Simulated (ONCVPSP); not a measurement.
# What one change does to a pseudopotential (P, ONCV)

```
Element                 : phosphorus
Generator               : ONCVPSP 4.0.1
Type                    : optimised norm-conserving Vanderbilt (ONCV)
Functional              : PBE
Relativity              : scalar-relativistic
Frozen core             : [Ne]
Valence charge          : 5
Reference configuration : 3s2 3p3
Partial waves           : 3s: rc 1.20 bohr, ncon 3, nbas 6, qcut 6.7 1/bohr, 2 projectors, debl 0.5 Ha; 3p: rc 1.50 bohr, ncon 4, nbas 7, qcut 5.9 1/bohr, 2 projectors, debl 1 Ha; d scattering state at 0.34 Ha: rc 1.50 bohr, ncon 4, nbas 9, qcut 5.8 1/bohr, 1 projector
Local potential         : polynomial inside 1.20 bohr (lpopt 5, dvloc0 4 Ha)
Core correction         : Teter function, fcfact 5.75, rcfact 1.75
```

In the s channel the program set the typed energies aside and used -0.513, 0.250 Ha.

All-electron outer shells of the reference configuration (PBE, scalar-relativistic, ld1.x):

| shell | level (eV) | outermost node (bohr) | outermost maximum (bohr) |
| --- | --- | --- | --- |
| 2s | -173.99 | 0.14 | 0.42 |
| 2p | -124.49 | – | 0.36 |
| 3s | -13.97 | 0.65 | 1.58 |
| 3p | -5.51 | 0.64 | 1.83 |

Change: local potential polynomial inside 1.20 bohr (lpopt 5, dvloc0 8.5 Ha).

Cutoffs: the cutoffs (Ha) at which the residual kinetic energy of the hardest occupied pseudo-wave falls to 1 and 0.1 mHa per electron; they do not see the model core or the augmentation charge, which bear on the density cutoff. Errors are all-electron minus pseudo energies relative to the spin-unpolarised reference configuration.

How do hardness, ghosts and transferability respond?

The potential gets neither clearly harder nor softer (17 Ha and 90 Ha → 17 Ha and 90 Ha); the bound ghosts move from s to p, s; the errors of the 4 common tests hardly move. In the separable form a ghost depends on how the local part lies against the semilocal potential of the channel, so the choice of the local part can create or remove one.

```tsv
quantity	base	changed
cutoff, loose	17 Ha	17 Ha
cutoff, tight	90 Ha	90 Ha
bound ghosts	s	s, p
GHOST(+) flags under 300 eV	none	none
error for 3s2 3p2, meV [ΔE 9.73 eV]	-3.3	-3.4
error for 3s2 3p1, meV [ΔE 28.88 eV]	-37	-37
error for 3s2 3p0, meV [ΔE 58.62 eV]	-192	-192
error for 3s0 3p5, meV [ΔE 17.20 eV]	-31	-31
s: phases at 1.22 bohr within 0.05 rad from the reference energy up to (Ha; the scan ends near 5)	to the end of the scan	to the end of the scan
p: phases at 1.53 bohr within 0.05 rad from the reference energy up to (Ha; the scan ends near 5)	4.3	to the end of the scan
d: phases at 1.53 bohr within 0.05 rad from the reference energy up to (Ha; the scan ends near 5)	3.9	3.8
rms error of d²Exc/dni dnj with the model core, mHa	4.54	4.54
```

 A true bound ghost makes a file unfit for plane-wave use even where its test errors are small: the radial tests pick states by their node count and pass the ghost by.
